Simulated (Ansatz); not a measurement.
Cl₂Zn, triplet, at a GFN2-xTB geometry (such geometries of metal compounds can be far from the true shape) (a higher spin typed on purpose: for a closed-shell molecule this is an excited state). Base run: HF/6-31G* (Ansatz, a first-principles code).

Here is a job for Ansatz.
Ansatz 0.2 input:
```yaml
crystal:
  periodic: [false, false, false]
  atoms:
    - {symbol: Zn, position_ang: [0.26286815, 0.91445661, 0.50646119]}
    - {symbol: Cl, position_ang: [0.72550465, -0.58604969, -1.34253574]}
    - {symbol: Cl, position_ang: [-1.18938961, -1.02769727, 0.44878070]}
basis:
  gaussian:
    orbitals: 6-31G*
hamiltonian:
  xc: hf
magnetization: {spin_polarized: true, initial_magnetization: 2}
```

Variants of this job, named by their change:

```tsv
change	basis functions	E (Eh)	core-seconds (rough)
base	74	-2696.44814	4
basis = 6-31G	55	-2696.43032	2
basis = def2-SV(P)	60	-2696.26597	2
basis = def2-SVP	67	-2696.26603	2
basis = pcseg-1	67	-2696.49868	3
basis = def2-SVPD	88	-2696.29016	4
basis = aug-pcseg-1	101	-2696.51186	6
basis = aug-cc-pVDZ	113	-2696.86089	10
basis = pcseg-2	124	-2696.83188	6
basis = def2-TZVPD	143	-2696.82615	10
basis = cc-pV(T+d)Z	146	-2696.88300	10
basis = aug-cc-pVTZ	193	-2696.88516	30
basis = def2-QZVPP	240	-2696.89314	30
```

Totals compare only among sets that treat the same electrons; sets with core potentials leave the core out.
